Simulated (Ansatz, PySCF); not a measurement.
C2H7NSi2, SMILES N[Si@@H]1C=C[SiH2]1.

The structure is a stationary point at PBE0-D3(BJ)/def2-SVP. The structure was generated by enumeration; whether it is a known compound was not checked. The values are those of a single conformer.

Vertical ionisation energy (IE) and electron affinity (EA) in eV. Rows of orbital energies are one-electron estimates. Where ΔSCF, EOM or ADC give a negative EA the extra electron is unbound and the value depends on the basis.

```csv
level,IE,EA
"−ε(HOMO), −ε(LUMO), HF/def2-TZVP (PySCF)",9.69,-2.92
"−ε(HOMO), −ε(LUMO), PBE/def2-TZVP (PySCF)",5.71,1.63
"ΔSCF, PBE0/def2-SVPD (Ansatz), final states of multiplicity 2 and 2",8.81,-0.95
"ΔSCF, PBE/def2-SVPD (Ansatz), final states of multiplicity 2 and 2",8.53,-0.77
```

**Question.** What vertical singlet–triplet gap does ΔSCF give with PBE0/def2-SVPD (Ansatz, a program for electronic structure) and with PBE/def2-SVPD (Ansatz)? (The exact figures need the calculation; the answer reports its results.)

**Answer.** 4.10 and 4.13 eV (triplet above singlet where positive).
